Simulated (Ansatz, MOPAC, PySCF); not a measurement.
Constitutional and geometric isomers with formula CH2OSi. Isolated molecules, 0 K electronic values unless said otherwise. Strings in code marks are SMILES.

Quantity: vertical ionisation energy (energy after one electron is removed minus that of the parent at the parent's geometry), in eV.

Level 1: frozen-core MP2/cc-pVQZ // B3LYP-D3(BJ)/def2-TZVP (Ansatz, an electronic-structure program)
Level 2: minus the HOMO energy of B3LYP/6-31G* // B3LYP-D3(BJ)/def2-TZVP (PySCF)
Level 3: minus the HOMO energy of PM7 // B3LYP-D3(BJ)/def2-TZVP (MOPAC)
Level 4: HF/cc-pVQZ // B3LYP-D3(BJ)/def2-TZVP (Ansatz)

```csv
species,level 2,level 3,level 4
`O=C=[SiH2]`,6.44,8.44,7.77
```

**Question.** What does level 1 give for each?

**Answer.** 
- `O=C=[SiH2]`: 8.75
